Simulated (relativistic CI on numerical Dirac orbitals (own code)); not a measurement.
Ligand-field terms of d5

Computed with a parametric ligand-field model of a d^n configuration (Racah B and C, spin-orbit zeta, crystal field), exact diagonalisation.

Field parameters in Wybourne normalisation: D4h B²₀ = −7Ds, B⁴₀ = 21(Dq − Dt), B⁴₄ = 21√(5/14) Dq; Oh B⁴₀ = 21Dq, B⁴₄ = √(5/14) B⁴₀; Td as Oh with Dq negative (B⁴₀ = 21Dq, B⁴₄ = √(5/14) B⁴₀). The field is a parameter set, without covalency.

Q: Ground term and bands for B = 540, C = 2340, ζ = 0 cm⁻¹, Oh, 10Dq = 5500 cm⁻¹?

A: Ground term 6A1 with 2.00 electrons in the two orbitals of the cubic e set. Spin-allowed: none. Lowest spin-forbidden: 4T1 13214 cm⁻¹ (757 nm), 4T2 15695 cm⁻¹ (637 nm), 4A1+E 17100 cm⁻¹ (585 nm). A high-spin d5 ion has no spin-allowed d-d band, hence its pale colour.

Q: Ground term and bands for B = 380, C = 1790, ζ = 0 cm⁻¹, Oh, 10Dq = 28950 cm⁻¹?

A: Ground term 2T2 with 0.02 electrons in the two orbitals of the cubic e set. Spin-allowed: 2A2 26545 cm⁻¹ (377 nm), 2T1 26677 cm⁻¹ (375 nm), 2T2 27844 cm⁻¹ (359 nm), 2E 28750 cm⁻¹ (348 nm). Lowest spin-forbidden: 4T1 20392 cm⁻¹ (490 nm), 4T2 23332 cm⁻¹ (429 nm), 6A1 34929 cm⁻¹ (286 nm).

Q: Ground term and bands for B = 960, C = 3970, ζ = 0 cm⁻¹, Td, 10Dq = -2650 cm⁻¹?

A: Ground term 6A1 with 2.00 electrons in the two orbitals of the cubic e set. Spin-allowed: none. Lowest spin-forbidden: 4T1 28454 cm⁻¹ (351 nm), 4T2 29292 cm⁻¹ (341 nm), 4A1+E 29450 cm⁻¹ (340 nm). A high-spin d5 ion has no spin-allowed d-d band, hence its pale colour.

Q: Ground term and bands for B = 420, C = 1680, ζ = 0 cm⁻¹, D4h, 10Dq = 36700, Ds = 3000, Dt = 360 cm⁻¹?

A: Ground term 2B2 with 0.01 electrons in the two orbitals of the cubic e set. Spin-allowed: 2E 7002 cm⁻¹ (1428 nm), 2A1 29955 cm⁻¹ (334 nm), 2E 30812 cm⁻¹ (325 nm), 2E 33099 cm⁻¹ (302 nm). Lowest spin-forbidden: 4E 23986 cm⁻¹ (417 nm), 4A2 28857 cm⁻¹ (347 nm), 4E 36400 cm⁻¹ (275 nm).

Q: Ground term and bands for B = 750, C = 3170, ζ = 0 cm⁻¹, Td, 10Dq = -1450 cm⁻¹?

A: Ground term 6A1 with 2.00 electrons in the two orbitals of the cubic e set. Spin-allowed: none. Lowest spin-forbidden: 4T1 22949 cm⁻¹ (436 nm), 4T2 23291 cm⁻¹ (429 nm), 4A1+E 23350 cm⁻¹ (428 nm). A high-spin d5 ion has no spin-allowed d-d band, hence its pale colour.
